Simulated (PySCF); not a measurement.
Species: BClH5PSi.
Z-matrix (Å and degrees, PBE0-D3(BJ)/def2-SVP geometry), rows numbered from 1:
```
Si
P   1  2.2541
B   2  1.8825  1   99.02
Cl  3  1.7495  2  122.49  1   130.71
H   1  1.4922  2  107.87  3  -171.96
H   1  1.4936  2  113.96  3   -50.72
H   1  1.4916  2  106.37  3    69.97
H   2  1.4234  1  101.13  3   103.89
H   3  1.2062  2  119.57  1   -54.53
```

Method used: PySCF 2.14.0, PBE0-D3(BJ)/def2-SVP geometry optimisation, gas phase.

Take the most abundant isotopes and a rigid rotor. The values belong to one conformer with, in the numbering `[SiH3:1][PH:2][BH:3][Cl:4]`, Si1–P2–B3–Cl4 131°.

What are A, B and C (MHz)?

Ia = 57.60, Ib = 391.59, Ic = 423.80 u·Å²; 505379 MHz·u·Å²/I gives A = 8775, B = 1291, C = 1192 MHz.

Classify the top.

A near-prolate asymmetric top: κ = (2 × 1291 − 8775 − 1192)/(8775 − 1192) = -0.97.

What does the inertial defect say?

Not planar: Δ = Ic − Ia − Ib = -25.38 u·Å². For a rigid frame Δ = −2 Σ m c², so Σ m c² = 12.69 u·Å² lies off the ab plane: 7.40 from hydrogen and 5.29 from heavier atoms. The atom farthest from that plane is 1.60 Å away.

Give the other two planar moments, Paa and Pbb, and the rms extents of the mass along the axes.

Paa = Σ m a² = (Ib + Ic − Ia)/2 = 378.89 and Pbb = Σ m b² = (Ia + Ic − Ib)/2 = 44.90 u·Å². With the mass M = 109.97 u, the rms extents √(P/M) along a, b and c are 1.86, 0.64, 0.34 Å.

Give the coordinates in the principal-axis frame, origin at the centre of mass.

The sense of each axis is arbitrary; atoms in the order of the calculation.
```
atom  mass (u)   a (Å)   b (Å)   c (Å)
 Si1    27.977  -2.285  -0.555  -0.095
  P2    30.974  -0.604   0.940   0.044
  B3    11.009   0.771  -0.213   0.613
 Cl4    34.969   2.342  -0.253  -0.155
  H5     1.008  -3.452   0.125  -0.730
  H6     1.008  -1.946  -1.778  -0.883
  H7     1.008  -2.619  -0.944   1.306
  H8     1.008  -0.280   1.118  -1.331
  H9     1.008   0.610  -0.890   1.599
```

Where do the levels up to J = 4 lie, in cm⁻¹?

Above 0(0,0):
J = 1: 1(0,1) 0.0828, 1(1,1) 0.3325, 1(1,0) 0.3357
J = 2: 2(0,2) 0.2484, 2(1,2) 0.4948, 2(1,1) 0.5047, 2(2,1) 1.2536, 2(2,0) 1.2536
J = 3: 3(0,3) 0.4968, 3(1,3) 0.7384, 3(1,2) 0.7580, 3(2,2) 1.5021, 3(2,1) 1.5022, 3(3,1) 2.7584, 3(3,0) 2.7584
J = 4: 4(0,4) 0.8278, 4(1,4) 1.0631, 4(1,3) 1.0958, 4(2,3) 1.8333, 4(2,2) 1.8338, 4(3,2) 3.0898, 4(3,1) 3.0898, 4(4,1) 4.8487, 4(4,0) 4.8487

Predict some low-J microwave lines.

The dipole components are |μa| = 0.86 D, |μb| = 0.37 D, |μc| = 0.49 D. Intensities carry the squares of the components, which stand as 1.00 : 0.19 : 0.32 (a : b : c). Some lines, for components of 0.1 D or more:

```tsv
type	branch	J(Ka,Kc)	MHz	lower level (cm⁻¹)
a	Q	3(1,2) ← 3(1,3)	589	0.738
c	Q	3(1,3) ← 3(0,3)	7243	0.497
a	R	3(0,3) ← 2(0,2)	7445	0.248
a	R	3(2,2) ← 2(2,1)	7449	1.254
b	Q	2(1,1) ← 2(0,2)	7681	0.248
a	R	4(2,3) ← 3(2,2)	9932	1.502
a	R	4(3,2) ← 3(3,1)	9934	2.758
b	Q	4(2,2) ← 4(1,3)	22125	1.096
c	Q	3(2,2) ← 3(1,2)	22305	0.758
c	R	2(2,0) ← 1(1,0)	27517	0.336
c	R	3(2,1) ← 2(1,1)	29906	0.505
b	R	4(2,3) ← 3(1,2)	32237	0.758
c	Q	4(3,2) ← 4(2,2)	37654	1.834
b	R	3(3,1) ← 2(2,0)	45114	1.254
c	R	3(3,1) ← 2(2,1)	45115	1.254
b	R	4(4,1) ← 3(3,0)	62663	2.758
c	R	4(4,0) ← 3(3,0)	62663	2.758
```

PBE0-D3(BJ)/def2-SVP frequencies: not computed here. Constants of a rigid frame at the computed geometry: no zero-point averaging, no centrifugal distortion. A rigid rotor knows nothing of internal rotation, which can split or shift real lines. Quadrupole hyperfine structure (11B, 35Cl) is left out.

Hardware: Arm Neoverse V2, one thread (shared host). Cost: 17 s of wall time, 0.38 GiB resident at most. This is the geometry optimisation.
